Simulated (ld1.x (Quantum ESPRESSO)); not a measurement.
**carbon: one change to a TM potential, before and after**

carbon, norm-conserving Troullier–Martins (Kleinman–Bylander form), made with ld1.x (Quantum ESPRESSO) 7.5 (PBE, scalar-relativistic). Core [He], reference 2s2 2p2. Waves: 2s (bound): rc 1.05 bohr; 2p (bound): rc 2.70 bohr. Local part: the p channel. Core correction: none.

Change: local potential the s channel.

Cutoffs: the cutoffs (Ry, on a coarse ladder) from which the occupation-weighted sum of valence levels, in a spherical-Bessel basis at the reference potential, stays within 10 and 1 mRy of its value at 400 Ry; they do not see the model core or the augmentation charge, which bear on the density cutoff. Errors are all-electron minus pseudo energies relative to the spin-unpolarised reference configuration.

Problem. Predict the effect on cutoff, ghosts and configuration errors.

Solution. The potential gets neither clearly harder nor softer (35 Ry and 90 Ry → 35 Ry and 90 Ry); of the 7 tests that both files solve, the error grows in 2 and shrinks in 1 by more than 15 % and 0.3 meV (median size 62.3 → 85.5 meV); the range in which the s phases agree widens (upper end 0.4 → at the end of the scan); neither file shows a bound ghost.

| quantity | base | changed |
| --- | --- | --- |
| cutoff, loose | 35 Ry | 35 Ry |
| cutoff, tight | 90 Ry | 90 Ry |
| bound ghosts | none | none |
| error for 2s2 2p1, meV [ΔE 10.86 eV] | +62 | +85 |
| error for 2s2 2p0, meV [ΔE 35.02 eV] | +734 | +769 |
| error for 2s1 2p0, meV [ΔE 83.21 eV] | +1484 | +1506 |
| error for 2s1 2p2, meV [ΔE 19.62 eV] | -134 | -96 |
| error for 2s2 2p2.3, meV [ΔE -1.16 eV] | -1.1 | +1.1 |
| error for 2s1 2p3, meV [ΔE 8.48 eV] | -17 | -16 |
| error for 2s2 2p1.5, meV [ΔE 3.96 eV] | +5.4 | +12 |
| s: phases at 2.94 bohr within 0.05 rad from the reference energy up to (Ry; the scan ends near 5) | 0.4 | to the end of the scan |
| p: phases at 2.94 bohr within 0.05 rad from the reference energy up to (Ry; the scan ends near 5) | 0.5 | 0.9 |
